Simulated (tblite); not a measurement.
Species: C2H10B3GeN3.
SMILES with atom numbers: `[CH2:1]=[CH:2][B:3]1[NH:4][BH:5][N:6]([GeH3:7])[BH:8][NH:9]1` (hydrogens: H10, H11 on C1; H12 on C2; H13 on N4; H14 on B5; H15, H16, H17 on Ge7; H18 on B8; H19 on N9)

Computed with GFN2-xTB (tblite), gas phase: L-BFGS steps from a force-field or distance-geometry start until the largest atomic force falls under 0.01 eV/Å.

Step 15: E = -649.5435 eV
```
atom  x, y, z in Å  |  force x, y, z in eV/Å
C1     -3.7033   -0.0963   -0.3029    0.289  -0.049  -0.248
C2     -2.7687    0.4769    0.4518    0.022  -0.277   0.084
B3     -1.1900    0.2163    0.3118   -0.125   0.378   0.231
N4     -0.2689    0.0962    1.4270   -0.160   0.680   0.391
B5      1.1025    0.5395    1.2193   -0.448  -0.045   0.687
N6      1.7033   -0.0383    0.0818   -0.142   0.229  -0.062
Ge7     3.4751   -0.1650   -0.2819    0.256  -0.129   0.074
B8      0.6671   -0.6187   -0.7188    0.353  -0.980  -1.176
N9     -0.5266    0.1502   -0.9481   -0.271  -0.482  -0.722
H10    -3.3750   -0.7360   -1.0969    0.102  -0.335  -0.317
H11    -4.7906   -0.0202   -0.2781    0.430   0.361   0.449
H12    -3.1088    1.1237    1.2514    0.068   0.066   0.124
H13    -0.5534   -0.0450    2.3961   -0.292   0.476  -0.525
H14     1.6603    1.3035    1.9451   -0.129  -0.491  -0.092
H15     4.0550   -1.3203    0.5414    0.001   0.293  -0.201
H16     4.1414    1.1553    0.0716   -0.096  -0.281  -0.042
H17     3.6212   -0.4726   -1.7591    0.024   0.058   0.210
H18     0.7772   -1.7769   -1.0749    0.040   0.816  -0.297
H19    -0.9277    0.2371   -1.9044    0.077  -0.288   1.431
```

Step 16: E = -649.7261 eV
```
atom  x, y, z in Å  |  force x, y, z in eV/Å
C1     -3.6972   -0.0953   -0.3013    0.258  -0.157  -0.414
C2     -2.7588    0.4735    0.4485    0.013  -0.199   0.247
B3     -1.1792    0.2216    0.3230   -0.012   0.280  -0.044
N4     -0.2626    0.1041    1.4463   -0.441   0.657   0.183
B5      1.1116    0.5090    1.2463   -0.488  -0.009   0.227
N6      1.6916   -0.0459    0.0792   -0.258   0.150  -0.011
Ge7     3.4644   -0.1666   -0.2752    0.372  -0.099   0.012
B8      0.6731   -0.6147   -0.7676    0.359  -0.422  -0.542
N9     -0.5347    0.1421   -0.9583    0.106  -0.625   0.239
H10    -3.3897   -0.7406   -1.1005    0.169  -0.311  -0.293
H11    -4.7813   -0.0102   -0.2761    0.351   0.378   0.491
H12    -3.1143    1.1130    1.2483    0.127   0.099   0.134
H13    -0.5793    0.0287    2.4124   -0.221   0.384  -0.519
H14     1.6588    1.2801    1.9594    0.029  -0.451   0.020
H15     4.0703   -1.3181    0.5361   -0.035   0.286  -0.176
H16     4.1417    1.1544    0.0731   -0.141  -0.309  -0.038
H17     3.6260   -0.4686   -1.7545    0.001   0.058   0.227
H18     0.7927   -1.7474   -1.1158    0.098   0.436  -0.529
H19    -0.9433    0.1903   -1.8909   -0.288  -0.148   0.787
```

Step 17: E = -650.0137 eV
```
atom  x, y, z in Å  |  force x, y, z in eV/Å
C1     -3.6781   -0.0918   -0.3054    0.192  -0.330  -0.561
C2     -2.7373    0.4611    0.4470   -0.017  -0.090   0.373
B3     -1.1624    0.2206    0.3429    0.075   0.209  -0.212
N4     -0.2649    0.1317    1.4887   -0.952   0.689   0.133
B5      1.1164    0.4547    1.2809   -0.475   0.105  -0.080
N6      1.6747   -0.0717    0.0817   -0.362   0.018  -0.038
Ge7     3.4505   -0.1749   -0.2602    0.445   0.054  -0.105
B8      0.6982   -0.5958   -0.8581    0.243   0.268   0.579
N9     -0.5380    0.1221   -0.9569    0.203  -0.766   0.564
H10    -3.4212   -0.7533   -1.1094    0.333  -0.265  -0.278
H11    -4.7512    0.0173   -0.2642    0.057   0.406   0.512
H12    -3.1210    1.0905    1.2421    0.223   0.154   0.173
H13    -0.6477    0.2145    2.4461    0.208   0.088  -0.993
H14     1.6657    1.2069    1.9995    0.236  -0.379   0.101
H15     4.1027   -1.3019    0.5170   -0.023   0.116  -0.022
H16     4.1333    1.1437    0.0759   -0.162  -0.257  -0.002
H17     3.6352   -0.4567   -1.7355   -0.035   0.032   0.146
H18     0.8345   -1.6828   -1.2417    0.242  -0.072  -0.851
H19    -0.9994    0.0751   -1.8579   -0.430   0.021   0.559
```

Step 18: E = -650.2629 eV
```
atom  x, y, z in Å  |  force x, y, z in eV/Å
C1     -3.6494   -0.0913   -0.3228    0.002  -0.412  -0.439
C2     -2.7202    0.4416    0.4535   -0.003   0.085   0.278
B3     -1.1587    0.2224    0.3570    0.249   0.110  -0.270
N4     -0.2911    0.1824    1.5220   -0.921   0.686  -0.117
B5      1.0999    0.4189    1.2993   -0.320   0.163  -0.150
N6      1.6645   -0.0921    0.0867   -0.416  -0.078  -0.064
Ge7     3.4481   -0.1864   -0.2472    0.155   0.334  -0.216
B8      0.7333   -0.5752   -0.9248   -0.134   0.346   1.213
N9     -0.5367    0.0830   -0.9445    0.172  -0.712   0.792
H10    -3.4395   -0.7741   -1.1264    0.406  -0.107  -0.167
H11    -4.7078    0.0541   -0.2340   -0.245   0.323   0.348
H12    -3.1191    1.0748    1.2411    0.240   0.086   0.124
H13    -0.7133    0.3761    2.4537    0.516  -0.199  -1.126
H14     1.6763    1.1243    2.0353    0.345  -0.286   0.159
H15     4.1260   -1.2751    0.4926    0.142  -0.284   0.273
H16     4.1193    1.1215    0.0769   -0.081  -0.046   0.070
H17     3.6422   -0.4437   -1.7098   -0.048  -0.019  -0.060
H18     0.8761   -1.6302   -1.3775    0.382  -0.046  -0.886
H19    -1.0598   -0.0216   -1.7987   -0.439   0.055   0.238
```

Question: Estimate the geometry and energy of step 19. (The exact step hangs on the optimiser's Hessian estimate; all steps are aligned on step 18, rigid shifts and turns removed.)

Answer: E = -650.4507 eV, largest force 1.082 eV/Å
```
atom  x, y, z in Å  |  force x, y, z in eV/Å
C1     -3.6224   -0.0954   -0.3448   -0.270  -0.267  -0.030
C2     -2.7107    0.4247    0.4628   -0.047   0.157  -0.040
B3     -1.1626    0.2251    0.3613    0.265   0.076  -0.178
N4     -0.3285    0.2411    1.5331   -0.064   0.346  -0.914
B5      1.0689    0.4105    1.2987    0.039   0.211   0.031
N6      1.6576   -0.1018    0.0914   -0.326  -0.067   0.029
Ge7     3.4523   -0.1909   -0.2422   -0.327   0.424  -0.193
B8      0.7581   -0.5643   -0.9451   -0.363  -0.133   1.011
N9     -0.5309    0.0372   -0.9208   -0.090  -0.464   0.757
H10    -3.4382   -0.7942   -1.1451    0.364   0.074  -0.024
H11    -4.6697    0.0882   -0.1976   -0.302   0.123   0.047
H12    -3.1104    1.0683    1.2445    0.188  -0.033   0.033
H13    -0.7517    0.4627    2.4280    0.232  -0.073  -0.263
H14     1.6879    1.0588    2.0566    0.272  -0.253   0.133
H15     4.1373   -1.2544    0.4767    0.317  -0.630   0.513
H16     4.1062    1.0981    0.0773    0.073   0.298   0.160
H17     3.6450   -0.4346   -1.6885   -0.042  -0.068  -0.327
H18     0.9075   -1.5967   -1.4795    0.440   0.318  -0.651
H19    -1.1054   -0.0731   -1.7342   -0.360  -0.039  -0.094
```

The energy changes by -0.1878 eV. The first-order estimate −F·Δx gives -0.2878 eV and the mean of the old and new forces, exact on a quadratic surface, -0.1866 eV. The step makes an angle of 66° with the force vector and moves no atom by more than 0.112 Å.

What follows is the cost of the whole relaxation. Hardware: an Arm Neoverse N1 with one thread, no GPU (shared host). Cost: 1.5 s wall.
